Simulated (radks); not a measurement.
Neutral zirconium inside a hard spherical wall (all orbitals vanish at R), configuration held at [Kr] 4d2 5s2 and not refilled when levels cross. All-electron calculation, scalar-relativistic Kohn-Sham, PBE, spin-unpolarised, spherical densities, finite nucleus; Fermi nuclear charge, rms radius 4.2694 fm. Program: a radial shooting solver on a logarithmic mesh with Libxc functionals. Eigenvalues in eV, with the zero of energy where the potential of the charges vanishes at infinity; a dash marks a level that is unbound or too diffuse for the functional's potential to be trusted. A positive occupied level is held by the wall or, in an anion where self-interaction has pushed it up, behind a barrier. The pressure on the wall is -dE/dV.

R (bohr)  E (hartree)  kinetic (hartree)    e(4s)    e(4p)   e(5s)   e(4d)  e(5p, empty)  e(6s, empty)  pressure (GPa)
free      -3598.48923           3699.942  -54.504  -32.462  -4.439  -3.599        -1.469             -               0
20        -3598.48923           3699.942  -54.504  -32.462  -4.439  -3.599        -1.469             -        < 0.0001
12        -3598.48908           3699.944  -54.488  -32.446  -4.427  -3.585        -1.416         0.956         0.00279
10        -3598.48787           3699.955  -54.407  -32.366  -4.365  -3.514        -1.257         2.177          0.0341
8         -3598.47802           3700.023  -54.003  -31.968  -4.028  -3.164        -0.621         5.375           0.427
7         -3598.45759           3700.137  -53.430  -31.407  -3.500  -2.670         0.247         8.849            1.57
3.5       -3596.95628           3705.564  -41.807  -20.288  17.752   9.394        28.323        84.833             390
3         -3595.37497           3710.995  -35.392  -13.858  35.806  17.565        49.769        133.86            1230
2.5       -3591.45801           3723.864  -23.392   -1.041  74.610  34.057        93.292        226.67            4620
2         -3580.29601           3757.156    3.571   29.098  166.68  71.730        191.40        423.51           22000
1.5       -3541.85253           3858.835   85.217   119.38  421.31  175.29        451.03        917.90          149000
